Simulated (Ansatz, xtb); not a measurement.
Diatomic AuO, multiplicity 2 (lowest of 2S+1 = 2, 4 at CCSD(T)/def2-TZVPP on PBE0 minima; our sources give no spin for the ground state, which may be another). No spin–orbit coupling.

Seven points along R, fitted to fifth degree in 1/R; most abundant isotopes. In def2 and cc sets the state is the lowest found near the PBE0 minimum, followed along R.

Run with Ansatz (Gaussian basis) for Hartree–Fock, density functionals and correlated methods; xtb for the GFN methods.  In def2 rows elements past Kr take small-core potentials, without spin–orbit coupling. The GFN methods have no spin term and hold the electronic entropy of 300 K.

| level | r_e (Å) | ω_e (cm⁻¹) | ω_e x_e (cm⁻¹) | dipole (D) |
|---|---|---|---|---|
| GFN2-xTB | 1.823 | 533 | 2.7 | - |
| SVWN5/def2-TZVPP | 1.817 | 701 | 4.5 | 3.02 |
| PBE/def2-TZVPP | 1.865 | 619 | 4.4 | 3.05 |
| r2SCAN/def2-TZVPP | 1.863 | 622 | 4.2 | 3.14 |
| B97M-V/def2-TZVPP | 1.894 | 568 | 3.8 | 3.26 |
| PBE0/def2-TZVPP | 1.884 | 581 | 3.7 | 3.43 |
| BHLYP/def2-TZVPP | 1.928 | (withheld) | 4.1 | 3.90 |
| wB97M-V/def2-TZVPP | (withheld) | (withheld) | 2.8 | 3.87 |

**Question.** Fill in the missing entries.

**Answer.** 
- wB97M-V/def2-TZVPP, r_e (Å): 1.909
- wB97M-V/def2-TZVPP, ω_e (cm⁻¹): 554
- BHLYP/def2-TZVPP, ω_e (cm⁻¹): 546

Ansatz is an electronic-structure program.
